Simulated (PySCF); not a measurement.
C6H12S.
SMILES: `C[C@H](CCS)C=C`

Theory: PySCF 2.14.0, density-fitted response routines, TDDFT PBE0/def2-SVPD, vertical, gas phase, core orbitals frozen in the response. Isolated species at its GFN2-xTB geometry (one conformer only). Torsions of this conformer, `[CH2:1]=[CH:2][C@H:3]([CH3:4])[CH2:5][CH2:6][SH:7]`: C1–C2–C3–C4 -118°, C2–C3–C5–C6 -63°, C3–C5–C6–S7 177°, H–S7–C6–C5 62°.

Each state is given a Gaussian of 0.25 eV full width at half maximum, with ε(max) = 2.175×10⁸ f / Δν̃ (Δν̃ the width in cm⁻¹). The width is an assumption, not a result. The curve ends short of the highest state used, and states not computed would add to its high-energy end.

(E (eV), ε (L mol⁻¹ cm⁻¹)): (5.11, 2), (5.13, 3), (5.16, 7), (5.18, 13), (5.20, 21), (5.23, 44), (5.25, 68), (5.27, 102), (5.29, 147), (5.32, 238), (5.34, 314), (5.36, 400), (5.39, 539), (5.41, 628), (5.43, 706), (5.45, 767), (5.48, 812), (5.50, 807), (5.52, 774), (5.55, 680), (5.57, 597), (5.59, 505), (5.62, 368), (5.64, 286), (5.66, 214), (5.68, 155), (5.71, 90), (5.73, 61), (5.75, 43), (5.78, 31), (5.80, 34), (5.82, 47), (5.84, 70), (5.87, 135), (5.89, 203), (5.91, 298), (5.94, 503), (5.96, 686), (5.98, 910), (6.00, 1173), (6.03, 1630), (6.05, 1962), (6.07, 2300), (6.10, 2779), (6.12, 3051), (6.14, 3262), (6.16, 3395), (6.19, 3425), (6.21, 3327), (6.23, 3139), (6.26, 2723), (6.28, 2384), (6.30, 2023), (6.32, 1663), (6.35, 1167), (6.37, 885)

(1) Where are the band maxima, and which computed states make them?

(2) On this curve, what absorbance would a 10⁻³ mol/L sample give at 222 nm over a 1 cm path?

(3) Coming from long wavelengths, where does ε first pass 100 L mol⁻¹ cm⁻¹?

Answers

(1) 226 nm (5.49 eV), ε about 810, made up of S1 (100%); 201 nm (6.18 eV), ε about 3400, made up of S2 (29%) and S3 (71%) (ε in L mol⁻¹ cm⁻¹; maxima over ε = 5, shares over 10%). The states used: S1 5.49 eV (f 0.0075); S2 6.10 eV (f 0.012); S3 6.21 eV (f 0.024); S4 6.85 eV (f 0.014); S5 6.93 eV (f 0.0031); S6 6.97 eV (f 0.033).

(2) 222 nm is 5.585 eV, where ε is about 530 L mol⁻¹ cm⁻¹, so A = ε c l ≈ 0.53 (Beer–Lambert, with the gas-phase spectrum and the assumed width).

(3) At about 235 nm (5.27 eV), 0.22 eV below S1.
